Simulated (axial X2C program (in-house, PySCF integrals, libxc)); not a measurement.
# Sb₂⁻: properties at the nuclei

Calculated with an axial X2C code built on PySCF integrals: two-component X2C with atomic mean-field Coulomb and Gaunt terms, Gaussian nuclei, basis Sb dyall-acv3z with contracted cores.

R = 2.572 Å (near the PBE0 minimum at charge -1 of the determinant lowest at the starting distance; the state shown can have its own minimum elsewhere).

Determinant lowest in the PBE0 search, Ω = 1/2 (⟨Sz⟩ = -0.49, ⟨Lz⟩ = 0.99 at PBE0), spin on the atoms Sb -0.24, Sb -0.24:

```
    level  A∥/gI Sb (MHz)  qzz Sb (a.u.)
     PBE0            1410          -1.36
       HF            1150          -1.95
    PBE50            1370          -1.52
BHandHLYP            1310          -1.48
      PBE            1410          -1.20
```

Determinant 0.32 eV from it at PBE0 and this distance, Ω = 3/2 (⟨Sz⟩ = 0.51, ⟨Lz⟩ = 0.99 at PBE0), spin on the atoms Sb 0.26, Sb 0.26:

| level | A∥/gI Sb (MHz) | qzz Sb (a.u.) |
| --- | --- | --- |
| PBE0 | 152 | -1.66 |
| HF | -16.1 | -1.88 |
| PBE50 | 154 | -1.80 |
| BHandHLYP | 184 | -1.77 |
| PBE | 148 | -1.52 |

A∥ (defined per Ω) follows by multiplying with gI = μI/(I μN); qzz is the electric field gradient, eQq0 = 234.96 MHz × Q/barn × qzz. The operators were transformed with the bare-nucleus X2C matrices; with these basis sets, hyperfine constants and field gradients can be off by tens of per cent, and where levels differ in sign neither size nor sign is settled.

(1) With gI(121Sb) = 1.3454, Q(121Sb) = -0.543 barn (g factors from the IAEA table of nuclear moments by Stone; Q from Pyykkö, Mol. Phys. 2018), turn the PBE0 values of the first state into constants in MHz.

Each state is one determinant with collinear spin. Unrestricted Hartree–Fock can overshoot spin polarisation at the nuclei. For an anion, determinants above electron detachment, or with a positive highest level, are held by the basis set. The search compared states at one distance, so a state with another bond length can lie lower. Further determinants of the search, some of them spin-mixed, are not shown. PBE0 term energies can be off by some tenths of an eV.

Answers

(1) A∥(121Sb) = 1410 × 1.3454 = 1900 MHz; eQq0(121Sb) = 234.96 × (-0.543) × (-1.36) = 174 MHz.
